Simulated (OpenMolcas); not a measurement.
Computed levels of 3s² 3p³ in ions with 15 electrons, in cm-1 above ⁴S°_3/2.

```yaml
Program: OpenMolcas
Method: CASSCF
Basis: ANO-R2
Scalar_Hamiltonian: X2C, finite nucleus
Spin-orbit_coupling: state interaction with AMFI integrals over the reference wave functions, term energies averaged over their components
```

Active space for each ion: 5 electrons in 4 orbitals (3s 3p).

```
  Level      P     S+   Ar3+
²D°_3/2  15455  19178  25938
²D°_5/2  15467  19211  26088
²P°_1/2  20927  26213  36301
²P°_3/2  20932  26236  36447
```

Task: Estimate ²D°_3/2, ²D°_5/2 for Cl2+ from its neighbours S+ and Ar3+.

Result: ²D°_3/2 is another term, which grows about linearly with the charge: (19178 + 25938) / 2 = 22558. The calculation gives 22694, so the estimate is off by -0.6 %; the measured value is 18053 (Moore, Atomic Energy Levels, vol. I, NSRDS-NBS 35 (1971 reprint of NBS Circular 467, 1949)).
²D°_5/2 is another term, which grows about linearly with the charge: (19211 + 26088) / 2 = 22650. The calculation gives 22769, so the estimate is off by -0.5 %; the measured value is 18120 (Moore, Atomic Energy Levels, vol. I, NSRDS-NBS 35 (1971 reprint of NBS Circular 467, 1949)).

Without dynamic correlation excited terms often stand tens of per cent too high (terms of higher spin than the ground term too low), and those without a measured partner can miss by more than the paired ones (holds for P; S+). Measured partners are found by configuration, term and J. A level has none where our copy of the source lacks it or the pairing is in doubt (some pairs that miss far off the trend of their configuration count as doubtful), and it then counts in no deviation. Only configurations of the active space appear.

° marks odd parity.
